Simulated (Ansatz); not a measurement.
Cost and result up the ladder for the cluster Li₁₄ (14 atoms). Charge 0, multiplicity 1. Geometry: B3LYP/def2-SVP.

Cartesian coordinates in Å:
```
Li -0.451 1.028 -0.211
Li -3.285 0.586 -0.845
Li 1.178 -0.402 1.838
Li 3.317 -2.344 1.308
Li -1.293 -1.545 -1.064
Li -1.798 -0.699 1.491
Li 3.552 0.802 0.718
Li 1.664 2.307 -1.423
Li -0.008 -3.076 1.066
Li -1.224 3.524 -1.085
Li -3.393 -2.934 0.379
Li 0.836 2.662 1.384
Li 1.623 -0.841 -0.770
Li -0.718 0.934 -2.786
```

Ansatz on 4 threads of Arm Neoverse V1 on a shared host. Times are rough, and most runs start from the orbitals of an earlier one. No level here is sound enough to serve as a yardstick. Binding counts from free atoms at the same level (Li doublet; other spins of the atoms weren't run), without zero-point energy or a counterpoise term.

Correlated methods freeze no core orbitals; core or outer-core shells of Li are correlated, in sets that lack core-valence functions. The rows differ in basis, and correlated rows in double-zeta sets carry the largest basis error. Another isomer (singlet) lies 0.04 eV lower at PBE0/def2-TZVP; other spin states weren't run for this one.

Run but left out: BHLYP/def2-TZVP, B2PLYP/def2-TZVP (restricted singlet, unstable in another Hartree–Fock run and untested here).

Correlated methods converge slowly with the basis, most of all in double-zeta sets.

```
                      level  functions  binding energy per atom (eV)                                    remarks
             PBE0/def2-TZVP        196                          1.00              restricted SCF unstable in HF
           r2SCAN/def2-TZVP        196                          1.00              restricted SCF unstable in HF
           CCSD(T)/def2-SVP        126                          0.95  large T1 (0.020), restricted SCF unstable
PBE/def2-TZVP (with forces)        196                          1.04              restricted SCF unstable in HF
```

(1) Estimate how long each takes.

## Answers

(1) PBE/def2-TZVP (with forces) 3.9 s; PBE0/def2-TZVP 4.8 s; r2SCAN/def2-TZVP 8 s; CCSD(T)/def2-SVP 43 s. On shared hardware such times vary by a factor of up to 3.
